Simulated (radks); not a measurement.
The numbers below are computed, except where a source is named.
Spherical jellium clusters: N electrons in a uniform positive sphere of charge N and radius rs N^(1/3), rs = 3.74 bohr. Level of theory: non-relativistic Kohn-Sham, LDA (Slater exchange, Perdew-Wang correlation), spin-polarised, spherical densities (a radial shooting solver with Libxc functionals). Levels are named by radial order and angular momentum (1s, 1p, 1d, 2s, ...), and open shells are averaged over m.

N = 25, configuration 1s2 1p6 1d10 2s2 1f(up 5, down 0). This is the lowest configuration that the search found. Occupied and some empty levels:

| level | occupation | eigenvalue (eV) | <r> (bohr) |
|---|---|---|---|
| 1s up | 1 | -5.7100 | 6.808 |
| 1s down | 1 | -5.5195 | 6.496 |
| 1p up | 3 | -4.9515 | 7.964 |
| 1p down | 3 | -4.6855 | 7.822 |
| 1d up | 5 | -3.9702 | 8.779 |
| 1d down | 5 | -3.6677 | 8.740 |
| 2s up | 1 | -3.4161 | 7.083 |
| 2s down | 1 | -3.2644 | 7.263 |
| 1f up | 5 | -2.8100 | 9.494 |
| 1f down | 0 | -2.4973 | 9.534 |
| 2p up | 0 | -2.0893 | 8.685 |
| 2p down | 0 | -1.9377 | 8.791 |
| 1g up | 0 | -1.5179 | 10.24 |
| 1g down | 0 | -1.2174 | 10.38 |
| 2d up | 0 | -0.89238 | 10.94 |
| 2d down | 0 | -0.74976 | 11.23 |

Energy (eV): total -45.7506, kinetic 49.881, external -1840.6, Hartree 908.93, exchange-correlation -97.065, background 933.10.

Electron density:

| r (bohr) | n(r) (e/bohr^3) |
|---|---|
| 0.791 | 0.006101 |
| 2.11 | 0.005249 |
| 3.43 | 0.004351 |
| 4.75 | 0.004158 |
| 6.07 | 0.004718 |
| 7.39 | 0.005202 |
| 8.72 | 0.004576 |
| 10.0 | 0.002824 |
| 11.4 | 0.001182 |
| 12.7 | 0.0003776 |
| 14.0 | 0.0001044 |
| 15.3 | 0.00002666 |
| 16.6 | 6.522e-06 |
